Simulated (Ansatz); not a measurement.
MoNF3⁻. Total charge -1; doublet. Geometry PBE-D4/def2-SVPD.

```xyz
5

Mo    0.0010   -0.0820    0.1478
N    -1.2949   -1.0943    0.3623
F    -0.6789    1.6419   -0.5153
F     0.7220   -0.3920   -1.6570
F     1.2508   -0.0735    1.6621
```

In the def2 sets Mo takes a core potential; there is no spin–orbit coupling. At PBE-D4/def2-TZVPD the highest occupied level of the relaxed charge -1 doublet lies above zero (up to 0.84 eV). By energy differences its removal costs 1.69 eV (each at its own geometry, to the charge 0 singlet, at PBE-D4/def2-TZVPD); the vertical value is larger still, so the positive level points to self-interaction error. No other spin state of charge -1 was run.

(1) Estimate the α-spin orbital energies around the gap (eV) in Ansatz with PBE-D4/def2-TZVPD, PBE0-D4/def2-TZVPD.

## Answers

(1) 
| orbital | PBE-D4/def2-TZVPD | PBE0-D4/def2-TZVPD |
| --- | --- | --- |
| HOMO−5 | -4.19 | -6.06 |
| HOMO−4 | -3.66 | -5.64 |
| HOMO−3 | -2.30 | -3.73 |
| HOMO−2 | -2.23 | -3.69 |
| HOMO−1 | -2.09 | -3.53 |
| HOMO | 0.84 | -0.90 |
| LUMO | 1.83 | 2.78 |
| LUMO+1 | 3.08 | 3.67 |
| LUMO+2 | 3.64 | 4.38 |
| LUMO+3 | 3.76 | 4.40 |
| LUMO+4 | 4.05 | 4.49 |
| LUMO+5 | 4.34 | 5.08 |
| β HOMO | -2.02 | -3.48 |
| β LUMO | 2.15 | 3.18 |
